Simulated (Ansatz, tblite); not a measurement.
Cost and result up the ladder for the cluster CuI₂⁻ (3 atoms). Total charge -1; singlet. Geometry: r2SCAN-D4/def2-TZVPD.

```xyz
3

Cu    0.000    0.000    0.000
I     1.871    1.466   -0.502
I    -1.871   -1.466    0.501
```

Ansatz on 4 threads of Arm Neoverse V2 on a shared host; xTB runs through tblite on one thread. Times are rough, summed over both states, and most runs start from the orbitals of an earlier one. RPA@PBE/def2-TZVPD serves as the yardstick here, not as an exact answer. The other state is a triplet at its own geometry.

In the def2 sets I takes a core potential; there is no spin–orbit coupling. The xTB rows come from tblite. B3LYP takes the VWN-RPA correlation. Correlated methods freeze 17 core orbitals; core or outer-core shells of I are correlated, in sets that lack core-valence functions. At PBE0-D4/def2-TZVPD a singlet of charge -1 lies 3.15 eV below the triplet, each at its own geometry. The structure comes from a short search, and lower isomers may exist.

Correlated methods converge slowly with the basis.

xTB has no spin-polarisation term.

| level | functions | triplet − singlet (eV) | difference from RPA@PBE/def2-TZVPD (eV) | remarks |
| --- | --- | --- | --- | --- |
| B97M-V/def2-TZVPD | 166 | 3.02 | 0.10 | HOMO above zero (triplet) |
| CAM-B3LYP-D4/def2-TZVPD (with forces) | 166 | 3.37 | 0.46 | – |
| RPA@PBE/def2-TZVPD | 166 | 2.92 | 0.00 | – |
| LDA (SPW92)/def2-TZVPD | 166 | 3.12 | 0.20 | HOMO above zero (triplet) |
| HF/def2-TZVPD | 166 | 1.67 | -1.25 | – |
| PBE0-D4/def2-TZVPD | 166 | 3.15 | 0.23 | – |
| PBE-D4/def2-TZVPD | 166 | 2.88 | -0.04 | HOMO above zero (triplet) |
| B3LYP-D4/def2-TZVPD | 166 | 3.09 | 0.18 | HOMO above zero (triplet) |
| GFN1-xTB | 27 | 4.81 | 1.89 | – |
| r2SCAN-D4/def2-TZVPD | 166 | 2.89 | -0.03 | HOMO above zero (triplet) |
| GFN2-xTB | 27 | 5.15 | 2.23 | – |

(1) Estimate how long each takes.

Results:

(1) GFN1-xTB 0.004 s; GFN2-xTB 0.007 s; LDA (SPW92)/def2-TZVPD 2.2 s; PBE-D4/def2-TZVPD 4.1 s; HF/def2-TZVPD 6 s; B3LYP-D4/def2-TZVPD 7.9 s; PBE0-D4/def2-TZVPD 8.4 s; r2SCAN-D4/def2-TZVPD 9.1 s; RPA@PBE/def2-TZVPD 9.4 s; B97M-V/def2-TZVPD 16 s; CAM-B3LYP-D4/def2-TZVPD (with forces) 16 s. On shared hardware such times vary by a factor of up to 3.
